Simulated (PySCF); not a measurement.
A mixed set of molecules. The calculation used TDDFT PBE0/def2-SVPD, vertical, gas phase, core orbitals frozen in the response in PySCF 2.14.0, density-fitted response routines. Geometries: PBE0-D3(BJ)/def2-SVP; one conformer of each isolated species. Triplets are in the Tamm–Dancoff approximation. Relativistic effects are left out although some hold elements past zinc. Ions are computed without counter-ions or solvent.

Question: Rank by computed lowest singlet excitation energy, lowest first.
A. `C=C[S@@](C)=O`
B. `[PH3+][SiH2]C1CCC1`
C. `C[Si](C)(S)S`
D. `CCC[NH+]1CCC1`
E. `[O]1C=CC=[O+][Ga@H-]1[C](Cl)(Cl)Cl`
F. `C[N+]1(C)CCCC1`
G. `C=[CH][AlH2-][AsH3+]`

Answer: E (4.06 eV), A (5.02 eV), G (5.49 eV), C (5.76 eV), B (6.15 eV), D (8.57 eV), F (8.91 eV).

```tsv
SMILES	S1 (eV)	gap (eV)	first f ≥ 0.01 (nm)	T1 (eV)	α (au)	S1 mainly
Cl[C](Cl)(Cl)[Ga@H-]1[O]C=CC=[O+]1	4.06	4.95	305	2.91	120.1	H→L (96%)
C=C[S@@](C)=O	5.02	6.17	247	4.11	63.7	H→L (96%)
C=[CH][AlH2-][AsH3+]	5.49	6.79	201	4.03	92.4	H-1→L (85%)
C[Si](C)(S)S	5.76	7.11	197	5.38	94.6	H→L (83%)
[PH3+][SiH2]C1CCC1	6.15	7.21	197	5.88	94.0	H→L (68%)
CCC[NH+]1CCC1	8.57	9.71	142	–	72.9	H→L (98%)
C[N+]1(C)CCCC1	8.91	10.08	126	8.68	70.8	H→L (95%)
```

H and L stand for HOMO and LUMO; a dash means that no computed state gives the value.

- `Cl[C](Cl)(Cl)[Ga@H-]1[O]C=CC=[O+]1`: Löwdin shares by element: HOMO carbon 30% or more, chlorine 21% or more (atoms not listed hold the other 48%); LUMO carbon 51% or more, oxygen 31% (atoms not listed hold the other 18%).
- `C=C[S@@](C)=O`: Löwdin shares by element: HOMO oxygen 48%, sulfur 30%, carbon 14% or more; LUMO carbon 72%, sulfur 10% (atoms not listed hold the other 18%).
- `C=[CH][AlH2-][AsH3+]`: Löwdin shares by element: HOMO carbon 69%, aluminium 7%, arsenic 6% (atoms not listed hold the other 18%); LUMO carbon 41%, arsenic 18%, aluminium 14% (atoms not listed hold the other 27%).
- `C[Si](C)(S)S`: Löwdin shares by element: HOMO sulfur 84%, silicon 5%; LUMO sulfur 45%, hydrogen 20% or more (atoms not listed hold the other 34%).
- `[PH3+][SiH2]C1CCC1`: Löwdin shares by element: HOMO carbon 53% or more, silicon 13% (atoms not listed hold the other 34%); LUMO phosphorus 43%, hydrogen 20% or more, silicon 16% (atoms not listed hold the other 21%).
- `CCC[NH+]1CCC1`: Löwdin shares by element: HOMO carbon 48% or more, hydrogen 23% or more (atoms not listed hold the other 29%); LUMO hydrogen 21% or more, carbon 18% or more, nitrogen 11% (atoms not listed hold the other 51%).
- `C[N+]1(C)CCCC1`: Löwdin shares by element: HOMO carbon 41% or more, hydrogen 23% or more (atoms not listed hold the other 36%); LUMO carbon 39% or more (atoms not listed hold the other 61%).
